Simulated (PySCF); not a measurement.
Computed IR spectrum (relative IR intensity) of a molecule C₃H₆BrF. Coordinates come from a B3LYP-D3(BJ)/def2-SVP optimisation. Other conformers were not sampled. Level of theory: B3LYP-D3(BJ)/def2-SVP (PySCF 2.14.0). Frequencies are harmonic and unscaled.

ν (cm⁻¹): 234 (vw), 536 (m), 671 (m), 799 (w), 885 (m), 1002 (s), 1060 (w), 1111 (m), 1152 (vs), 1248 (m), 1292 (m), 1369 (w), 1371 (w), 1408 (w), 1446 (w), 1468 (w), 1485 (w), 3030 (m), 3047 (m), 3095 (w), 3115 (m), 3132 (m), 3137 (w) (against the strongest line: vs over 80 %, s over 45 %, m over 15 %, w over 4 %, vw less)

Identify the compound among the candidates.
A. CC(C)(F)Br
B. C[C@H](F)CBr
C. CC[C@H](F)Br

C, CC[C@H](F)Br
